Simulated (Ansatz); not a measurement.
`[SiH3][TeH]` + `[CH3][GeH3]` → `[GeH3][CH2][TeH]` + SiH₄  (formal exchange of groups at a Te–Si bond)

Gas-phase electronic energies from Ansatz, PBE0-D4/def2-TZVP geometries. CCSD(T)/CBS adds triple-zeta CCSD(T) − MP2 to the extrapolated MP2 energy (def2 sets, frozen cores). This one scheme is used for every species. DFT in def2-TZVPP. Elements past krypton have def2 core potentials. For Ge, Te outer-core shells are correlated without core-valence functions, which leaves a few kJ/mol of doubt a bond. Scalar relativity is left out up to krypton.

```json
{"level": "r2SCAN", "ΔE (eV)": "1.08"}
{"level": "SCS-MP2/def2-TZVPP", "ΔE (eV)": "0.92"}
{"level": "CCSD/def2-TZVPP", "ΔE (eV)": "0.96"}
{"level": "HF/def2-QZVPP", "ΔE (eV)": "1.06"}
```

(1) What does CCSD(T)/CBS give? (Estimate.)

Largest T1 diagnostic among the species: 0.011.

Results:

(1) Ansatz gave: +0.96 eV. The listed levels differ from it by 0.12, -0.04, 0.00, 0.10 eV.

In def2-TZVPP, CCSD(T) changes the Hartree–Fock value by −0.13 eV (the triples alone add −0.02 eV) and MP2 by −0.12 eV. From PBE to PBE0 (25 % exact exchange), in def2-TZVPP and without D4, ΔE moves by +0.03 eV.
